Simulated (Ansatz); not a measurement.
Reaction (ligand exchange at the Si–C bond): `OC([SiH3])(S)S` + `C[O][AlH][SH]` → `C[O][AlH][S][SiH3]` + `OC(S)S`

Gas-phase electronic energies from Ansatz, PBE0-D4/def2-TZVP geometries. CCSD(T)/CBS is the MP2 limit (def2-TZVPP, def2-QZVPP) plus CCSD(T) − MP2 in def2-TZVPP, frozen cores. Functionals use def2-TZVPP. B3LYP here is the variant with VWN-RPA as its local correlation; programs differ in this. One conformer a species, not always the lowest.

`OC([SiH3])(S)S`:

Z-matrix (Å, degrees):
```
C
Si 1 1.924
S 1 1.821 2 106.3
O 1 1.415 2 109.8 3 -120.7
S 1 1.802 2 106.7 3 122.5
H 2 1.483 1 111.2 3 -65.9
H 2 1.481 1 107.6 3 172.4
H 2 1.486 1 106.3 3 54.2
H 3 1.345 1 97.0 2 166.8
H 4 0.964 1 107.0 2 82.1
H 5 1.346 1 95.8 2 173.4
```

`C[O][AlH][SH]`:

```xyz
9

C    -0.767   -1.214   -0.030
O    -0.204   -0.257   -0.873
Al    0.695    1.155   -0.743
S     1.279    1.934    1.214
H    -0.562   -1.019    1.031
H    -1.854   -1.241   -0.162
H    -0.372   -2.206   -0.270
H     1.111    1.912   -2.052
H     0.676    0.936    1.884
```

`C[O][AlH][S][SiH3]`:

```xyz
12

C     1.658    0.742    0.497
O     0.982   -0.238    1.218
Al   -0.346   -1.216    1.452
S    -2.072   -1.282    0.114
Si   -1.451    0.043   -1.438
H     2.406    1.219    1.138
H     0.980    1.520    0.129
H     2.176    0.307   -0.364
H    -0.364   -2.150    2.713
H    -0.117   -0.331   -1.976
H    -2.460   -0.062   -2.520
H    -1.391    1.450   -0.964
```

`OC(S)S`:

Z-matrix (Å, degrees):
```
C
S 1 1.830
S 1 1.817 2 112.8
O 1 1.384 2 108.1 3 -128.6
H 1 1.090 2 109.5 3 116.2
H 2 1.341 1 96.8 3 -37.4
H 3 1.344 1 95.7 2 -42.4
H 4 0.964 1 108.7 2 66.4
```

```json
{"level": "PBE-D4", "ΔE (kcal/mol)": "-19.6", "difference from CCSD(T)/CBS": "0.2"}
{"level": "ωB97X-V", "ΔE (kcal/mol)": "-20.0", "difference from CCSD(T)/CBS": "-0.2"}
{"level": "ωB97M-V", "ΔE (kcal/mol)": "-19.6", "difference from CCSD(T)/CBS": "0.2"}
{"level": "r2SCAN", "ΔE (kcal/mol)": "-20.7", "difference from CCSD(T)/CBS": "-0.9"}
{"level": "B3LYP", "ΔE (kcal/mol)": "-20.7", "difference from CCSD(T)/CBS": "-0.9"}
{"level": "MP2/def2-TZVPP", "ΔE (kcal/mol)": "-19.7", "difference from CCSD(T)/CBS": "0.1"}
{"level": "SCS-MP2/def2-TZVPP", "ΔE (kcal/mol)": "-19.8", "difference from CCSD(T)/CBS": "0.0"}
{"level": "CCSD/def2-TZVPP", "ΔE (kcal/mol)": "-19.9", "difference from CCSD(T)/CBS": "-0.1"}
{"level": "CCSD(T)/def2-TZVPP", "ΔE (kcal/mol)": "-19.4", "difference from CCSD(T)/CBS": "0.4"}
{"level": "SCS-MP2/def2-QZVPP", "ΔE (kcal/mol)": "-20.1", "difference from CCSD(T)/CBS": "-0.3"}
{"level": "CCSD(T)/CBS", "ΔE (kcal/mol)": "-19.8", "difference from CCSD(T)/CBS": "0"}
```

Largest T1 diagnostic among the species: 0.013.

In def2-TZVPP, CCSD(T) changes the Hartree–Fock value by +4.3 kcal/mol (the triples alone add +0.5 kcal/mol) and MP2 by +4.0 kcal/mol. From PBE to PBE0 (25 % exact exchange), in def2-TZVPP and without D4, ΔE moves by −1.2 kcal/mol.
